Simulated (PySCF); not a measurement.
Compound: [(F)3Sn]2O.
Bonds: Sn1–F2, Sn1–F3, Sn1–F4, Sn1–O5, O5–Sn6, Sn6–F7, Sn6–F8, Sn6–F9.

Level of theory: PBE0-D3(BJ)/def2-SVP geometry optimisation, gas phase, def2 core potentials past Kr (PySCF 2.14.0).

Some entries are withheld. Bonds in one row agree within 0.01 Å.

| coordinate | value |
| --- | --- |
| Sn1–F2 | ? |
| Sn1–F3 and 4 like bonds | ? |
| Sn1–O5, O5–Sn6 | ? |
| F2–Sn1–F3 | ? |
| F2–Sn1–F4 | ? |
| F2–Sn1–O5 | ? |
| F3–Sn1–F4 | ? |
| F3–Sn1–O5 | ? |
| F4–Sn1–O5 | ? |
| Sn1–O5–Sn6 | 125.5° |
| O5–Sn6–F8 | ? |

**Question.** Estimate the withheld lengths and angles.

**Answer.** 
- Sn1–F2 = 1.913 Å (ends: tin bonded to 3 F and O; fluorine bonded to Sn); 0.05 Å below the sum of covalent radii, 1.96 Å.
- Sn1–F3 and 4 like bonds = 1.904 Å (ends: tin bonded to 3 F and O; fluorine bonded to Sn); 0.06 Å below the sum of covalent radii, 1.96 Å.
- Sn1–O5, O5–Sn6 = 1.948 Å (ends: tin bonded to 3 F and O; oxygen bonded to 2 Sn); 0.10 Å below the sum of covalent radii, 2.05 Å.
- F2–Sn1–F3 = 112.1°, at the tin bonded to 3 F and O; the outer atoms are 3.166 Å apart.
- F2–Sn1–F4 = 109.8°, at the tin bonded to 3 F and O; the outer atoms are 3.122 Å apart.
- F2–Sn1–O5 = 103.3°, at the tin bonded to 3 F and O; the outer atoms are 3.026 Å apart.
- F3–Sn1–F4 = 106.8°, at the tin bonded to 3 F and O; the outer atoms are 3.057 Å apart.
- F3–Sn1–O5 = 111.7°, at the tin bonded to 3 F and O; the outer atoms are 3.186 Å apart.
- F4–Sn1–O5 = 113.1°, at the tin bonded to 3 F and O; the outer atoms are 3.212 Å apart.
- O5–Sn6–F8 = 109.4°, at the tin bonded to 3 F and O; the outer atoms are 3.149 Å apart.

Radii are Cordero's.

No PBE0-D3(BJ)/def2-SVP frequencies stand behind this structure, so it isn't proved a minimum.
